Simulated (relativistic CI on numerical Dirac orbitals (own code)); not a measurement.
Rh⁷⁺: L2,3 absorption edge

Computed with this model: Dirac-Coulomb-Breit CI, KLI orbitals optimised for each configuration, model QED (radiative potential, 1s self-energy scaled to tabulated hydrogen-like ionisation energies), valence Slater integrals scaled by 0.9, multiplet model of core-to-valence dipole absorption; configurations [Kr] 4d2 → [He] 2s2 2p5 3s2 3p6 3d10 4s2 4p6 4d3; 300 K; Lorentzian 0.96 eV and Gaussian 0.5 eV FWHM. Energies are those of the free ion, without screening or charge transfer. The branching ratio is the share of the lower-energy edge in the whole absorption, uncertain by about 0.02 where the edges overlap. S is read from ⟨S²⟩ = S(S + 1).

Field parameters in Wybourne normalisation: Oh B⁴₀ = 21Dq, B⁴₄ = √(5/14) B⁴₀. The field is a parameter set, without covalency.

Computed curve for Oh, 10Dq = 8500 cm⁻¹, scaled to 100 at the maximum (points under 2 are left out and the grid is thinned):

Energy (eV), Intensity and a bar:
```
   3016.9        2.0 
   3017.4        2.7 
   3017.9        4.0 #
   3018.4        6.9 ##
   3018.9       11.4 ###
   3019.4       13.9 ####
   3019.9       17.2 #####
   3020.3       20.3 ######
   3020.8       29.1 #########
   3021.3       49.5 ###############
   3021.8       75.8 #######################
   3022.3       97.4 ##############################
   3022.8       91.7 ############################
   3023.3       59.0 ##################
   3023.8       32.7 ##########
   3024.3       19.5 #####
   3024.8       13.6 ####
   3025.3       10.0 ##
   3025.8        7.1 ##
   3026.3        4.7 #
   3026.7        3.4 
   3027.2        2.6 
   3027.7        2.3 
   3160.0        2.1 
   3160.5        4.0 #
   3161.0        8.0 ##
   3161.5       10.6 ###
   3162.0       12.4 ###
   3162.5       14.7 ####
   3163.0       13.3 ####
   3163.5       14.4 ####
   3164.0       17.0 #####
   3164.5       18.1 #####
   3164.9       18.4 #####
   3165.4       16.9 #####
   3165.9       11.7 ###
   3166.4        6.3 #
   3166.9        3.8 #
   3167.4        2.8 
   3167.9        2.1
```

The ground state has S = 0.99, and the centroid lies at 3056.65 eV.
